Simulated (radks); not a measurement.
Results of a calculation; reference values are marked as such.
All-electron atom: Nd3+ in [Xe] 4f3. Level of theory: scalar-relativistic Kohn-Sham, r2SCAN, spin-polarised, spherical densities, finite nucleus; open shells are filled with parallel spins first (spin-orbit coupling, left out, can overturn this in heavy ions); meta-GGA in the generalised Kohn-Sham scheme; Fermi nuclear charge, rms radius 4.9123 fm (a radial shooting solver on a logarithmic mesh with Libxc functionals).

Normalised radial functions P(r) = r R(r), r in bohr:

```
   r/bohr * 5s up, o 5p down (the largest magnitude, 0.995, reaches the edge; | marks zero, & curves that meet)
 0.001926                             o *
 0.002225                             o *
 0.002549                             o *
  0.00292                             o *
 0.003372                             o  *
 0.003864                             o  *
 0.004426                             o  *
 0.005112                             o  *
 0.005857                             o   *
  0.00671                             |o  *
 0.007749                             |o  *
 0.008878                             |o  *
  0.01025                             |o  *
  0.01175                             |o  *
  0.01346                             | o *
  0.01554                             | o *
  0.01781                             | o*
   0.0204                             |  &
  0.02356                             | *o
  0.02699                             |*  o
  0.03093                            *|    o
  0.03572                           * |    o
  0.04092                         *   |     o
  0.04726                        *    |     o
  0.05414                       *     |     o
  0.06203                      *      |    o
  0.07164                      *      |   o
  0.08207                       *     |  o
  0.09403                         *   |o
   0.1086                            &|
   0.1244                          o  | *
   0.1437                       o     |    *
   0.1646                     o       |       *
   0.1886                     o       |         *
   0.2178                     o       |        *
   0.2495                        o    |      *
   0.2859                           o | *
   0.3302                         *   |  o
   0.3783                   *         |       o
   0.4334               *             |          o
   0.5005               *             |            o
   0.5734                 *           |          o
   0.6622                        *    |      o
   0.7587                             |o  *
   0.8692                      o      |            *
    1.004              o              |                    *
     1.15         o                   |                         *
    1.318     o                       |                          *
    1.522    o                        |                        *
    1.743      o                      |                    *
    1.997          o                  |               *
    2.307              o              |         *
    2.643                   o         |     *
    3.052                       o     |  *
    3.497                          o  |*
    4.006                           o |*
    4.627                            o*
    5.301                             &
```

5s up: eigenvalue -69.307 eV, 4 radial nodes at r = 0.0290, 0.115, 0.301, 0.717 bohr, <r> = 1.44 bohr, 90 % of the charge inside 2.05 bohr. 5p down: eigenvalue -47.976 eV, 3 radial nodes at r = 0.102, 0.303, 0.768 bohr, <r> = 1.66 bohr, 90 % of the charge inside 2.39 bohr.
